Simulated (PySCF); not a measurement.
# `O[Te](F)(F)(F)(F)F`, F5HOTe: coupling constants with relativity

Geometry (Å), atoms numbered from 1 in this order:
```xyz
8

Te    0.135   -0.033   -0.272
O     0.144    0.021    1.644
H    -0.775    0.144    1.937
F     0.128   -0.085   -2.149
F     2.010   -0.063   -0.267
F    -1.759   -0.002   -0.279
F     0.156    1.848   -0.405
F     0.100   -1.916   -0.293
```

Level of theory for the indirect couplings: PBE0/pcJ-1 (dyall-v2z on Te), isolated molecule, finite nuclei, structure from PBE0-D3(BJ)/def2-SVP (PySCF 2.14 with density-fitted X2C routines).

Non-relativistic values:
```tsv
coupling	atoms	J (Hz)
1J(125Te,17O)	Te1 – O2	-560.0
1J(125Te,19F)	Te1 – F4	3537.0
1J(125Te,19F)	Te1 – F5/F6/F7/F8	3346.4
2J(125Te,1H)	Te1 – H3	64.4
```

Question: What do two-component X2C with spin–orbit coupling give?

Answer: 
```csv
coupling,atoms,with spin–orbit (Hz)
"1J(125Te,17O)",Te1 – O2,-775.8
"1J(125Te,19F)",Te1 – F4,4136.1
"1J(125Te,19F)",Te1 – F5/F6/F7/F8,3860.6
"2J(125Te,1H)",Te1 – H3,107.4
```

The largest listed coupling, 1J(125Te,19F), ends at 1.17 times its non-relativistic value. Equivalent partners are averaged, as under fast rotation.
